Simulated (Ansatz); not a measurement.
Frontier orbitals of C₂H₅GaOS, SMILES `O=CC[S][GaH2]`.

```xyz
10

O     0.628   -0.415    1.077
C    -0.150   -1.099    0.436
C    -0.865   -0.648   -0.774
S    -0.540    1.043   -1.295
Ga    0.956    1.532    0.387
H    -0.337   -2.129    0.777
H    -0.613   -1.372   -1.563
H    -1.934   -0.813   -0.575
H     0.387    2.409    1.555
H     2.468    1.491   -0.025
```

The species carries charge 0 and has multiplicity 1. Correlated methods include outer-core shells of Ga, which these sets cover unevenly. Scalar relativity is left out up to krypton. The geometry is a stationary point of PBE0-D4/def2-TZVP. It is one conformer, not always the lowest. Basis def2-TZVPP, the Gaussian-basis code of Ansatz.

```json
{"functional": "r2SCAN", "HOMO (eV)": "-5.50", "LUMO (eV)": "-3.16"}
```

Give HOMO and LUMO (eV) with LDA (SPW92), PBE, revPBE, BLYP, B97M-V, PBE0, B3LYP, r2SCANh, r2SCAN0, HSE06 (plane-wave form), BHLYP, CAM-B3LYP, LC-ωPBE, ωB97X-V, ωB97M-V, HF. (An estimate is asked.)

Computed: 
| functional | HOMO | LUMO |
| --- | --- | --- |
| LDA (SPW92) | -5.37 | -3.56 |
| PBE | -5.26 | -3.34 |
| revPBE | -5.22 | -3.26 |
| BLYP | -5.10 | -3.22 |
| B97M-V | -5.61 | -3.06 |
| PBE0 | -6.42 | -2.23 |
| B3LYP | -6.19 | -2.50 |
| r2SCANh | -5.93 | -2.74 |
| r2SCAN0 | -6.59 | -2.11 |
| HSE06 (plane-wave form) | -6.03 | -2.62 |
| BHLYP | -7.47 | -0.97 |
| CAM-B3LYP | -7.71 | -1.00 |
| LC-ωPBE | -9.08 | 0.25 |
| ωB97X-V | -8.74 | 0.17 |
| ωB97M-V | -8.58 | 0.10 |
| HF | -9.17 | 2.11 |

B3LYP here is the variant with VWN-RPA as its local correlation; programs differ in this. LC-ωPBE has ω = 0.4 bohr⁻¹. Positive LUMOs are unbound and depend on the basis.
